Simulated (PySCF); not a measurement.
C4H9AlO, SMILES C([CH2][Al]([CH3])[OH])=C.

Coordinates come from a PBE-D3(BJ)/def2-SVP optimisation. One conformer was computed; it need not be the lowest.

Calculation: PBE-D3(BJ)/def2-SVP run with PySCF 2.14.0.

Frequencies are harmonic and unscaled.

Computed harmonic wavenumbers and intensities:
```
mode  ν (cm⁻¹)  IR (km/mol)  moving atoms (share of kinetic energy)
----  --------  -----------  --------------------------------------
1           66          3.6         C 56 %, H 19 %, O 13 %, Al 12 %
2           87          0.2                          H 81 %, C 15 %
3          130          3.6                          C 50 %, H 40 %
4          160          1.8         C 41 %, H 30 %, Al 17 %, O 12 %
5          187         15.5         O 35 %, Al 22 %, H 22 %, C 21 %
6          200         10.8         Al 37 %, O 27 %, H 22 %, C 15 %
7          276          0.6                          H 53 %, C 37 %
8          320        105.1                                  H 91 %
9          413          0.0                          H 51 %, C 47 %
10         504          1.9                  C 59 %, H 24 %, O 11 %
11         565        135.2                          H 83 %, O 10 %
12         610         11.1                 H 56 %, C 29 %, Al 12 %
13         636         16.8                          H 71 %, C 22 %
14         663         62.8                          H 68 %, C 24 %
15         689         84.1          H 49 %, C 21 %, Al 20 %, O 9 %
16         711         26.9                 H 60 %, C 30 %, Al 10 %
17         828         28.3                          H 71 %, C 26 %
18         840        125.5                 Al 43 %, O 37 %, H 16 %
19         908        116.4                          H 64 %, C 35 %
20         918          7.6                          H 79 %, C 20 %
21         971          9.9                          H 53 %, C 46 %
22         999         16.7                          H 86 %, C 14 %
23        1159         21.1                          H 55 %, C 44 %
24        1166         18.1                          H 79 %, C 21 %
25        1263          1.8                          H 79 %, C 21 %
26        1358          2.9                          H 89 %, C 11 %
27        1380          0.9                                  H 95 %
28        1380          0.8                                  H 95 %
29        1395          7.8                          H 80 %, C 20 %
30        1589         44.4                          C 83 %, H 17 %
31        2966          4.7                                  H 97 %
32        3027          1.8                                  H 95 %
33        3058          5.5                           H 91 %, C 9 %
34        3067          5.1                                  H 93 %
35        3071          4.5                           H 91 %, C 9 %
36        3072          3.7                                  H 93 %
37        3131          2.2                          H 90 %, C 10 %
38        3177          3.9                          H 89 %, C 11 %
39        3812         58.9                                  H 94 %
```
